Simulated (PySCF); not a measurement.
TDDFT excited states: Be4O4

Species: (BeO)4 ring, Be4O4.
Geometry (PBE0-D3(BJ)/def2-SVP, Å), atoms numbered from 1 in this order:
```xyz
8
Be4O4 angstrom
Be     0.984   -0.960    1.016
O     -0.326   -1.519    1.267
Be    -1.378   -0.872    0.515
O     -1.955    0.072   -0.416
Be    -0.984    0.960   -1.016
O      0.326    1.519   -1.267
Be     1.378    0.872   -0.515
O      1.955   -0.072    0.416
```

Method used: PySCF 2.14.0, density-fitted response routines, TDDFT PBE0/def2-SVPD, vertical, gas phase, core orbitals frozen in the response.

```json
{"state": "S1", "E (eV)": "6.19", "ν̃ (cm⁻¹)": "49920", "f": "0.0000", "|μ| (D)": "0.00", "symmetry": "–", "main configurations (H = HOMO, L = LUMO)": "H→L (97%)"}
{"state": "S2", "E (eV)": "6.71", "ν̃ (cm⁻¹)": "54160", "f": "0.0000", "|μ| (D)": "0.00", "symmetry": "–", "main configurations (H = HOMO, L = LUMO)": "H-1→L (96%)"}
{"state": "S3", "E (eV)": "6.98", "ν̃ (cm⁻¹)": "56280", "f": "0.0000", "|μ| (D)": "0.00", "symmetry": "–", "main configurations (H = HOMO, L = LUMO)": "H-3/H-2→L (≥71%), H→L+1/L+2 (≥23%)"}
{"state": "S4", "E (eV)": "6.98", "ν̃ (cm⁻¹)": "56300", "f": "0.0000", "|μ| (D)": "0.00", "symmetry": "–", "main configurations (H = HOMO, L = LUMO)": "H-3/H-2→L (≥71%), H→L+1/L+2 (≥23%)"}
{"state": "S5", "E (eV)": "7.36", "ν̃ (cm⁻¹)": "59400", "f": "0.052", "|μ| (D)": "1.36", "symmetry": "Eu", "main configurations (H = HOMO, L = LUMO)": "H-4→L (82%), H-1→L+1/L+2 (≥10%)"}
{"state": "S6", "E (eV)": "7.37", "ν̃ (cm⁻¹)": "59430", "f": "0.051", "|μ| (D)": "1.35", "symmetry": "Eu", "main configurations (H = HOMO, L = LUMO)": "H-5→L (81%), H-1→L+1/L+2 (≥10%)"}
{"state": "S7", "E (eV)": "7.43", "ν̃ (cm⁻¹)": "59900", "f": "0.0000", "|μ| (D)": "0.00", "symmetry": "–", "main configurations (H = HOMO, L = LUMO)": "H→L+1/L+2 (≥70%), H-3/H-2→L (≥21%)"}
{"state": "S8", "E (eV)": "7.43", "ν̃ (cm⁻¹)": "59920", "f": "0.0000", "|μ| (D)": "0.00", "symmetry": "–", "main configurations (H = HOMO, L = LUMO)": "H→L+1/L+2 (≥70%), H-3/H-2→L (≥21%)"}
{"state": "S9", "E (eV)": "7.87", "ν̃ (cm⁻¹)": "63460", "f": "0.0000", "|μ| (D)": "0.01", "symmetry": "–", "main configurations (H = HOMO, L = LUMO)": "H→L+4 (54%), H-3/H-2→L+1/L+2 (≥33%)"}
{"state": "S10", "E (eV)": "7.89", "ν̃ (cm⁻¹)": "63610", "f": "0.249", "|μ| (D)": "2.88", "symmetry": "A2u", "main configurations (H = HOMO, L = LUMO)": "H-6→L (64%), H-3/H-2→L+1/L+2 (≥27%)"}
```

Triplets, Tamm–Dancoff:

| state | E (eV) | λ (nm) | main configurations (H = HOMO, L = LUMO) |
| --- | --- | --- | --- |
| T1 | 6.03 | 205.8 | H→L (94%) |
| T2 | 6.55 | 189.3 | H-1→L (94%) |
| T3 | 6.71 | 184.9 | H-3/H-2→L (≥72%), H→L+1/L+2 (≥20%) |
| T4 | 6.71 | 184.8 | H-3/H-2→L (≥72%), H→L+1/L+2 (≥20%) |

The lowest singlet lies at 6.19 eV (200 nm, ultraviolet) and is dark (f under 0.0005); its leading configuration is HOMO→LUMO (97%). The strongest level in the table is S10 at 7.89 eV (157 nm, f = 0.249). It is the last of those listed, so stronger ones may follow. S3/S4, S5/S6 and S7/S8 lie within about 0.01 eV of each other in each set; the point group D4h has degenerate representations, and within a degenerate level the listed configurations can mix freely. Löwdin shares by element: HOMO oxygen 100%; LUMO beryllium 75% (atoms not listed hold the other 25%). Orbital energies (eV): HOMO-3 -9.47, HOMO-2 -9.47, HOMO-1 -9.11, HOMO -8.62, LUMO -1.14, LUMO+1 -0.14, LUMO+2 -0.14. Weighted by f, the mean energy of these states is 7.73 eV. The oscillator strengths of these states sum to 0.352; summed over the whole spectrum of an exact calculation they would give the number of electrons, 48 (Thomas–Reiche–Kuhn). Symmetry labels in D4h follow from the direction of the transition dipole and are given only for states with f of 0.002 or more. Orbitals of the list HOMO-3 to LUMO+2 that lie within 0.01 eV of each other are written together with a slash and their weights summed (≥ marks a lower bound); for degenerate orbitals outside that list single weights are arbitrary. The window holds the lowest 10 singlets.

The run took 13 s wall on x86-64 server, one thread, shared host.

One conformer stands for the species.
